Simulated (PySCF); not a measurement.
**Ionisation energy of Pb³⁸⁺ by level of theory**

Pb³⁸⁺ [Kr] 4d8 [4d3/2^4 4d5/2^4, M_J = 4] → Pb³⁹⁺ [Kr] 4d7 [4d3/2^4 4d5/2^3, M_J = 9/2], as a difference of total energies. Calculation: PySCF 2.14, in an even-tempered Gaussian basis (16 s from 4.3 bohr⁻², ratio 2.8; 14 p from 5.6 bohr⁻², ratio 2.8; 9 d from 5.6 bohr⁻², ratio 2.8; 3 f from 25 bohr⁻², ratio 3); the two-component X2C-1e Hamiltonian. Correlated levels: [Ar] 3d10 frozen; the 90 highest virtual spinors dropped. "Screened" scales the spin-orbit matrix elements by Boettger's factors to mimic the two-electron term; Breit and QED terms are absent.

```tsv
method	ionisation energy (eV)
GHF (spin-free)	1829.9
GMP2 (spin-free)	1830.3
GHF (screened spin-orbit)	1818.6
GMP2 (screened spin-orbit)	1818.9
```

Breit and QED terms and the two-electron picture change are absent.

The spin-free rows relax to the high-spin LS determinant and lack the spin-orbit shift.

The labels give the starting determinants; with spin-orbit coupling the two ends relaxed to ⟨J²⟩ = 20.00, ⟨L²⟩ = 13.18, ⟨S²⟩ = 1.87 and ⟨J²⟩ = 24.75, ⟨L²⟩ = 15.99, ⟨S²⟩ = 2.63.

For comparison: 1819 ± 4 eV (theoretical estimate listed by NIST; NIST Atomic Spectra Database, ionization energies).
